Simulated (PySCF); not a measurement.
C5H7O2: g tensor and hyperfine couplings

Compound: C5H7O2 (doublet state).
Cartesian coordinates in Å at the PBE0-D3(BJ)/def2-SVP level; atoms count from 1:
```xyz
14
C5H7O2 angstrom
C      2.1359   -0.9324   -0.4332
C      1.0719   -0.5212    0.4409
O      0.6705   -1.2470    1.3465
C      0.4002    0.8190    0.1659
C     -0.7649    0.5789   -0.7904
C     -2.0349    0.0910   -0.1524
O     -0.6336    0.7389   -1.9785
H      2.6152   -1.8965   -0.2468
H      2.4488   -0.3250   -1.2853
H      1.0918    1.5261   -0.3104
H      0.0414    1.2130    1.1270
H     -1.8125   -0.7025    0.5783
H     -2.7342   -0.2626   -0.9202
H     -2.4971    0.9196    0.4093
```

The hyperfine couplings belong to this conformer and change with its torsions.

Identity: `[CH2]C(=O)CC(C)=O` [radical].

Method used: PySCF 2.14.0, UKS B3LYP, IGLO-III on C O, pcH-1 on H, non-relativistic, mean-field spin-orbit, GIAO. Geometry: PBE0-D3(BJ)/def2-SVP, one conformer, isolated molecule. Stability of the SCF solution: not tested.

- g1, g2, g3: 2.00213, 2.00411, 2.00803
- g_iso: 2.00476
- Form of g: rhombic: the two nearest values differ by 34 % of g3 − g1
- ⟨S²⟩: 0.7638 (exact 0.7500)

Hyperfine couplings atom by atom, in G; T1 to T3 are the principal values of the dipolar part (MHz turned into gauss with g_iso; 10 G = 1 mT):

```tsv
atom	isotope	a_iso	T1	T2	T3	Mulliken spin population
C1	13C	23.5	-23.5	-23.2	46.7	0.89
C2	13C	-14.0	-4.8	1.3	3.5	-0.12
O3	17O	-6.8	-31.7	15.8	15.9	0.30
C4	13C	-0.8	-0.4	0.0	0.4	0.00
C5	13C	-0.9	-0.4	-0.1	0.5	0.00
C6	13C	0.7	-0.2	-0.1	0.3	0.00
O7	17O	-0.2	-0.4	0.2	0.2	0.00
H8	1H	-19.0	-10.6	-1.0	11.5	-0.04
H9	1H	-19.6	-11.3	-0.6	11.9	-0.04
H10	1H	0.1	-1.1	-0.9	2.0	0.00
H11	1H	-1.1	-0.7	-0.4	1.2	0.00
H12	1H	0.1	-0.7	-0.4	1.1	0.00
H13	1H	0.4	-0.3	-0.2	0.5	0.00
H14	1H	-0.1	-0.3	-0.2	0.5	0.00
```

Largest spin populations (Mulliken): C1 (+0.89), O3 (+0.30) and C2 (-0.12). The positive populations add up to 1.20 and the negative ones to -0.20, together 2S = 1. The angles at C1 add up to 360.0°, so it is planar; its axial dipolar tensor and the negative couplings of its protons fit spin in a p orbital normal to that plane.

Axes: g3 points within 10° of the C1–H9 bond.

Under fast tumbling the dipolar parts average out, and these isotropic splittings remain: 2 × 1H (H8/H9, I = 1/2, 3 lines) with 1.93 mT and 2 × 1H (H10/H11, I = 1/2, 3 lines) with 0.05 mT.

Nuclei that the bonding pattern makes equivalent are averaged, as if the motion that swaps them (rotation, inversion, ring flip) were fast.

The 17O coupling of O3 (-19.1 MHz) shows only in satellite lines or after enrichment, since that isotope makes up about 0.038 % of natural oxygen.

The 13C coupling of C1 (65.8 MHz) shows only in satellite lines or after enrichment, since that isotope makes up about 1.07 % of natural carbon.
